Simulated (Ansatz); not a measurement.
A nudged elastic band was laid between two geometries of ClH5OSi2 (9 atoms, charge 0, multiplicity 1).

Level of theory: Ansatz, RKS r2SCAN/cc-pVDZ.

```yaml
movable_images: 7
climbing_image: yes
spring: 5.0 eV/Å²
optimiser: quadratic models (default)
start_path: through a guess of the saddle point
force_threshold: 0.03 eV/Å
iteration_limit: 60
end_points: relaxed
```

Initial state:

```xyz
9
Properties=species:S:1:pos:R:3
Si 0.287 -0.028 0.052
Cl 0.492 0.416 2.084
H 1.634 0.034 -0.575
H -0.668 0.971 -0.508
O -0.294 -1.579 -0.134
Si -1.590 -2.467 0.506
H -1.279 -2.882 1.908
H -2.836 -1.635 0.487
H -1.756 -3.664 -0.369
```

Final state:

```xyz
9
Properties=species:S:1:pos:R:3
Si 0.209 -0.232 -0.596
Cl 1.463 0.931 1.863
H 1.601 0.475 0.559
H -1.110 0.554 -0.458
O -0.280 -1.775 -0.158
Si -1.686 -2.533 0.438
H -1.405 -2.996 1.829
H -2.824 -1.561 0.424
H -1.979 -3.699 -0.449
```

**Question.** What changes between the two ends?

**Answer.** Bonds broken: Si1–Cl2, Si1–H3. Bonds formed: Cl2–H3. ClH5OSi2 becomes ClH + H4OSi2.

**Question.** What energy profile does the band end with?

**Answer.** The forces met the threshold. The highest image is number 7 of 0 to 8, 275.7 kJ/mol above the first end and 0.9 kJ/mol above the last; the last end lies 274.8 kJ/mol above the first. A vibrational analysis at the climbing image gives one clearly imaginary mode, 210i cm⁻¹: a first-order saddle point. The orbitals stay closed-shell, which can raise the energy where a bond breaks towards radicals; this wasn't checked here.

| image | path coordinate (Å) | energy (kJ/mol) | Si1–Cl2 (Å) | Si1–H3 (Å) | Cl2–H3 (Å) |
| --- | --- | --- | --- | --- | --- |
| 0 | 0.00 | 0.0 | 2.09 | 1.49 | 2.92 |
| 1 | 0.28 | 0.3 | 2.09 | 1.49 | 2.91 |
| 2 | 0.56 | 8.6 | 2.09 | 1.48 | 2.73 |
| 3 | 0.84 | 42.0 | 2.13 | 1.47 | 2.47 |
| 4 | 1.13 | 112.3 | 2.23 | 1.46 | 2.20 |
| 5 | 1.41 | 203.8 | 2.41 | 1.48 | 1.96 |
| 6 | 1.69 | 262.9 | 2.59 | 1.57 | 1.73 |
| 7 | 1.97 | 275.7 | 2.77 | 1.74 | 1.49 |
| 8 | 2.32 | 274.8 | 3.00 | 1.94 | 1.39 |

**Question.** What is the geometry of the highest image?

**Answer.** 
```xyz
9
Properties=species:S:1:pos:R:3:forces:R:3
Si 0.238 -0.198 -0.545 0.00 0.01 0.00
Cl 1.266 0.763 1.839 0.00 0.00 0.00
H 1.560 0.376 0.433 0.00 0.00 0.00
H -1.032 0.641 -0.425 0.00 0.00 0.00
O -0.269 -1.748 -0.179 0.00 -0.01 0.00
Si -1.658 -2.504 0.453 0.00 0.00 0.00
H -1.357 -2.943 1.847 0.00 0.00 0.00
H -2.803 -1.540 0.441 0.00 0.00 0.00
H -1.956 -3.683 -0.412 0.00 0.00 0.00
```

**Question.** What are the harmonic wavenumbers there?

**Answer.** 210i, 42, 64, 139, 148, 390, 586, 626, 705, 716, 731, 923, 936, 939, 961, 1041, 1353, 2057, 2207, 2231, 2237 cm⁻¹.

The run took 6.3 min on 2 threads of Arm Neoverse V1, with other jobs on the host, peak memory 0.16 GiB.
